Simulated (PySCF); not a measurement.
Energy of a gas-phase reaction

Reaction: Ga(OH)2OGaHOH + nitrous oxide → Ga(OH)2OGa(OH)2 + dinitrogen. Separate species in the gas phase, each in one low structure relaxed by PBE0-D3(BJ)/def2-SVP, with no frequency check at that level.

```
        species      role                           SMILES  charge  multiplicity
  Ga(OH)2OGaHOH  reactant       [OH][GaH][O][Ga]([OH])[OH]       0             1
  nitrous oxide  reactant                      [N-]=[N+]=O       0             1
Ga(OH)2OGa(OH)2   product  [OH][Ga]([OH])[O][Ga]([OH])[OH]       0             1
     dinitrogen   product                              N#N       0             1
```

Electronic reaction energies: PBE0-D4/def2-SVPD -76.0 kcal/mol (PySCF).

What does PBE0-D3(BJ)/def2-SVPD give?

-75.7 kcal/mol.
